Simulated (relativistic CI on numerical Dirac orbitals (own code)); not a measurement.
A reference radial Dirac CI calculation of Hg III gave the lowest total energy -19609.69654 Ha in 12 SCF steps, from this input:

```
atom Hg  Z=80  charge=2  electrons=78
nucleus A=202  rms_radius_fm=5.4648
hamiltonian dirac-coulomb  breit=on  qed=on  c_scale=1
orbitals kli  potential=per-configuration
slater_scale 1
correlation none
mixing on
grid step=0.0125 r_max=67.1
scf mixing=0.4 start=green max_iterations=150 tolerance=2e-08 node_fill=0.05
configurations
  [Xe] 4f14 5d10
end
```

One setting was then changed (and the iteration limit cut to 70), and the output read:

```
SCF 1: [Xe] 4f14 5d10
 iter      energy (Ha)   residual   last orbital (Ha)
    1    -19589.558683   3.83e+00     -3.62555
    2    -19645.805435   8.33e-01     -1.64373
    3    -19649.769407   2.90e-01     -1.25325
    4    -19650.245351   1.52e-01     -1.28907
    5    -19650.801048   9.20e-03     -1.22695
    6    -19650.795941   2.02e-03     -1.23539
    7    -19650.792242   4.04e-03     -1.23549
    8    -19650.792637   1.68e-03     -1.23288
    9    -19650.792229   3.59e-04     -1.23335
   10    -19650.792262   7.94e-06     -1.23349
   11    -19650.792256   6.04e-07     -1.23350
   12    -19650.792257   6.19e-08     -1.23350
   13    -19650.792257   5.36e-10     -1.23350
orbital energies (Ha): 4d5/2 -13.1888  4f5/2 -4.3903  4f7/2 -4.2154  5s -5.1970  5p1/2 -3.8576  5p3/2 -3.1407  5d3/2 -1.3099  5d5/2 -1.2335
configuration averages (Ha): Dirac-Coulomb, Breit, QED
  5d10                        -19650.792259   22.783112   15.563189
levels: no., configuration, term, J, E (cm-1), weight
   1 5d10                   1S   0                0.0  1.00
lowest total energy -19612.445958 Ha
warning: orbitals of one symmetry overlap by 1.7e-02
end: converged
```

Task: Which setting was changed?
A. start potential
B. grid step
C. configuration list
D. charge

Result: B. The grid step 0.3. This setting is bad on purpose; its numbers may not be properties of the ion.
